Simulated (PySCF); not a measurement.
## Radial density of Sn³⁺ (tin, charge +3)

r2SCAN, [Kr] 4d10 5s1, 2S determinant. Computed with PySCF 2.14 in def2-SVP with the def2 core potential (28 electrons) (4s4p2d, 26 functions), with a scalar-relativistic core potential. This is the valence pseudo-density: the core potential removes the inner electrons and smooths the orbitals near the nucleus.

| r (bohr) | 4πr²ρ (e/bohr) | 4πr²(ρα − ρβ) |
| --- | --- | --- |
| 0.00826 | 2.159e-05 | 0.0000 |
| 0.0139 | 5.770e-05 | 0.0000 |
| 0.0234 | 0.0001401 | 0.0000 |
| 0.0393 | 0.0002788 | 0.0000 |
| 0.0661 | 0.0005845 | 0.0000 |
| 0.111 | 0.004075 | 0.0000 |
| 0.187 | 0.05391 | 0.0003 |
| 0.315 | 0.9613 | 0.0078 |
| 0.529 | 11.51 | 0.1008 |
| 0.890 | 21.90 | -0.0250 |
| 1.50 | 5.901 | 0.4394 |
| 2.52 | 0.6971 | 0.4649 |
| 4.23 | 0.01679 | 0.0154 |

Energies and moments cover only the electrons outside the core potential.

Task: Where is the radial spin density 4πr²(ρα − ρβ) most negative, and why is it negative at all?

Result: Around r = 0.890 bohr, down to -0.0250 e/bohr: exchange with the open shell polarises the paired shells in an unrestricted calculation.
